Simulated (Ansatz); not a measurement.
Consider the redistribution: `C[Si](O)(F)Cl` + `S[Si]Br` → `O[Si](F)(Cl)Br` + `C[Si]S`.

Program: Ansatz. Geometries: PBE0-D4/def2-TZVP. ΔE: electronic, gas phase. CCSD(T)/CBS adds triple-zeta CCSD(T) − MP2 to the extrapolated MP2 energy (def2 sets, frozen cores). DFT in def2-TZVPP. B3LYP here is the variant with VWN-RPA as its local correlation; programs differ in this. HSE06 is defined as in plane-wave codes. For Br outer-core shells are correlated without core-valence functions, which leaves a few kJ/mol of doubt a bond. Scalar relativity is left out up to krypton. One conformer a species, not always the lowest.

| level | ΔE (kJ/mol) | difference from CCSD(T)/CBS |
| --- | --- | --- |
| BLYP-D4 | 69.1 | 7.9 |
| PBE0-D4 | 64.6 | 3.4 |
| B3LYP-D4 | 67.5 | 6.3 |
| ωB97X-V | 61.0 | -0.2 |
| HSE06 | 65.7 | 4.5 |
| HF/def2-SVP | 64.5 | 3.3 |
| MP2/def2-TZVPP | 61.4 | 0.2 |
| SCS-MP2/def2-QZVPP | 61.0 | -0.2 |
| HF/CBS(def2) | 62.5 | 1.3 |
| CCSD/CBS(def2) | 60.6 | -0.6 |
| CCSD(T)/CBS | 61.2 | 0 |

Largest T1 diagnostic among the species: 0.014.

From BLYP to BHLYP (50 % exact exchange), in def2-TZVPP and without D4, ΔE moves by −5.1 kJ/mol. Leaving LDA and LC-ωPBE aside and taking each functional with its dispersion term where it has one, the values spread over 8.1 kJ/mol, from ωB97X-V to BLYP-D4.
